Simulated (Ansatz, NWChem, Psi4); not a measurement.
# GeO (SMILES [O]=[Ge]): the vertical ionisation energy, rung by rung

GeO: 2 atoms, total charge 0, spin state singlet. SMILES: `[O]=[Ge]`. The shape is that of a PBE0-D4/def2-TZVP optimisation.

| atom | x (Å) | y (Å) | z (Å) |
| --- | --- | --- | --- |
| O | 0.0000 | 0.0000 | -0.0230 |
| Ge | 0.0000 | 0.0000 | 1.5995 |

Each level gives the vertical ionisation energy (to the doublet cation) (eV). The values are calculated.

| level | kind | program | value (eV) | CPU time (all runs) |
| --- | --- | --- | --- | --- |
| revPBE/cc-pVTZ | GGA | Ansatz | 10.88 | 8.1 s |
| BHLYP/cc-pVTZ | global hybrid | Ansatz | 10.67 | 19 s |
| M06-2X/cc-pVTZ | hybrid meta-GGA | Psi4 | 10.89 | 2.9 min |
| wB97X/cc-pVTZ | range-separated hybrid | Ansatz | 11.09 | 89 s |
| RPA@PBE0/cc-pVTZ | RPA | Ansatz | 11.14 | 17 s |
| MP2/cc-pVTZ | perturbation theory | NWChem | 11.78 | 9.2 min |
| BCCD(T)/cc-pVTZ | coupled cluster or CI | Ansatz | 11.36 | 22 s |
| CCSD(T)/cc-pVTZ | coupled cluster or CI | Psi4 | 11.09 | 3.8 min |

All-electron rows without a relativistic Hamiltonian named are non-relativistic. The values span 10.67 to 11.78 eV. The coupled-cluster rows rest on a doubtful reference here (large T1 or Brueckner and Hartree–Fock orbitals at odds), and rows may lie in different states. In the correlated wave-function rows the outer d shell of Ge is correlated, in sets not made for it. CPU times are rough (shared hosts, several kinds of processor and program).
